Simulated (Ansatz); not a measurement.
CH$_{7}$NSSi$_{2}$, SMILES `C[Si@@H]1S[Si@@H]1N`. The species carries charge 0 and has multiplicity 1. The geometry is a stationary point of PBE0-D4/def2-TZVP. It is one conformer, not always the lowest.

```xyz
12

C    -1.645   -0.195   -1.307
Si    0.090    0.468   -1.117
S     1.644   -1.009   -0.853
Si    1.277    0.363    0.782
N     0.661   -0.180    2.280
H    -2.371    0.618   -1.230
H    -1.762   -0.667   -2.285
H    -1.866   -0.937   -0.538
H     0.389    1.475   -2.169
H     2.446    1.218    1.086
H     1.298   -0.393    3.031
H    -0.161   -0.762    2.320
```

**Question.** What is the dipole moment at B3LYP/def2-TZVPP? (An estimate is asked.)

**Answer.** Ansatz gave: 2.34 D, with components (-1.77, 0.07, 1.54) D in this frame, pointing from negative to positive charge.

**Question.** And with PBE, r2SCAN, ωB97M-V? (Estimate.)

**Answer.** Computed: PBE 2.33 D, r2SCAN 2.39 D, ωB97M-V 2.37 D.

**Question.** Give the Mulliken charges with B3LYP, ωB97M-V, r2SCAN in def2-TZVPP. (Best estimate.)

**Answer.** Ansatz gave: 
| atom | B3LYP | ωB97M-V | r2SCAN |
| --- | --- | --- | --- |
| C1 | -0.35 | -0.41 | -0.27 |
| Si2 | 0.28 | 0.22 | 0.28 |
| S3 | -0.36 | -0.32 | -0.36 |
| Si4 | 0.36 | 0.29 | 0.40 |
| N5 | -0.38 | -0.34 | -0.44 |
| H6 | 0.10 | 0.12 | 0.08 |
| H7 | 0.11 | 0.13 | 0.08 |
| H8 | 0.10 | 0.11 | 0.07 |
| H9 | -0.07 | -0.03 | -0.09 |
| H10 | -0.06 | -0.02 | -0.07 |
| H11 | 0.14 | 0.12 | 0.16 |
| H12 | 0.14 | 0.12 | 0.16 |

B3LYP here is the variant with VWN-RPA as its local correlation; programs differ in this.
